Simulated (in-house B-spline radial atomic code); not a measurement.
How numerical settings move a run on Sr+, [Kr] 5s1. Computed with an all-electron radial atomic-structure program (B-spline basis): Dirac-Kohn-Sham PBE, spherical fractional occupations, Fermi nucleus of rms radius 4.224 fm.

Command:
```bash
python run_scf.py task.json out
```
Settings of the sound reference run:
```
Z                38
electrons        37
configuration    [Kr] 5s1
hamiltonian      dirac
method           pbe,pbe
spin_polarised   False
nucleus          fermi
rms_radius       4.224
mass_number      88
atomic_mass      87.90561
speed_of_light   137.036
knot_spacing     0.22
spline_order     8
gauss_points     12
box_radius       35.29
max_iterations   70
damping          0.5
damped_steps     3
diis_vectors     10
tolerance        1e-08
start            Thomas-Fermi
```

Run time, properties included: 1.1 s on 1 thread of Arm Neoverse V2 (shared host).

It converges in 9 iterations to -3179.549656 hartree, with 5s1/2 at -8.34715 eV. The other runs change the listed settings, some to values that make no sense; their results aren't properties of the atom or ion. Radii are in bohr (the nuclear one in fm), a minus after a letter asks for a j subshell, and «unchanged» means within 1e-8 hartree. The run stops when the residual is below 10 × tolerance × max(1, Z/10), or a noise floor if that is larger, and the energy moves by less than 1e-8 × √|E| hartree; so very loose and very tight tolerances often act alike.

```tsv
changed settings	outcome
damping = 0.95	converged in 10 iterations, energy unchanged, 5s1/2 level -2.6e-06 eV
knot_spacing = 0.15, gauss_points = 6, box_radius = 1.41, max_iterations = 3	not converged after 3 iterations, last residual 1.5e-02, last energy +5.25e+01 hartree from the reference
max_iterations = 12	converged in 9 iterations, energy unchanged
max_iterations = 5	not converged after 5 iterations, last residual 1.7e-03, last energy +1.16e-04 hartree from the reference
gauss_points = 3, box_radius = 141.16, max_iterations = 3, diis_vectors = 1	not converged after 3 iterations, last residual 1.8e-02, last energy +1.10e-02 hartree from the reference
max_iterations = 8	not converged after 8 iterations, last residual 5.4e-06, last energy +8.00e-10 hartree from the reference
spline_order = 7	converged in 9 iterations, energy -1.52e-06 hartree from the reference, 5s1/2 level +1.5e-05 eV
method = hf, speed_of_light = 28.50349	stopped with error: Z/c is past the critical charge
max_iterations = 2	not converged after 2 iterations, last residual 1.5e-01, last energy +6.66e-01 hartree from the reference
spline_order = 3	converged in 9 iterations, energy +7.92e-02 hartree from the reference, 5s1/2 level +2.6e-03 eV
damping = 0	converged in 10 iterations, energy unchanged, 5s1/2 level -4.9e-06 eV
spline_order = 6, gauss_points = 6, max_iterations = 100, damped_steps = 0, tolerance = 1e-05	converged in 7 iterations, energy +2.75e-06 hartree from the reference, 5s1/2 level +6.9e-05 eV
damping = 0.2	converged in 9 iterations, energy unchanged, 5s1/2 level -4.6e-06 eV
max_iterations = 3	not converged after 3 iterations, last residual 1.8e-02, last energy +1.08e-02 hartree from the reference
box_radius = 5.29, first_knot = 0.000263, max_iterations = 50, damping = 0.8	converged in 10 iterations, energy +9.73e-02 hartree from the reference, 5s1/2 level +3.4e+00 eV (the program warns: 5s1/2 reaches the box edge; 4s1/2 reaches the box edge)
```

Problem. What happens with spline_order = 6?

Solution. Converged in 9 iterations, energy +2.75e-06 hartree from the reference, 5s1/2 level +2.9e-05 eV.

Problem. What happens with damping = 0.8?

Solution. Converged in 10 iterations, energy unchanged, 5s1/2 level -4.5e-06 eV.

Problem. What happens with spline_order = 10?

Solution. Converged in 9 iterations, energy -1.60e-06 hartree from the reference, 5s1/2 level +8.6e-06 eV.

Problem. What happens with electrons = 45, configuration = [Kr] 5s1 7s2 7p6, max_iterations = 100?

Solution. Converged in 11 iterations to -3178.7395 hartree, a different physical problem (warning: 5s1/2 has a positive eigenvalue: unbound, held by the box).
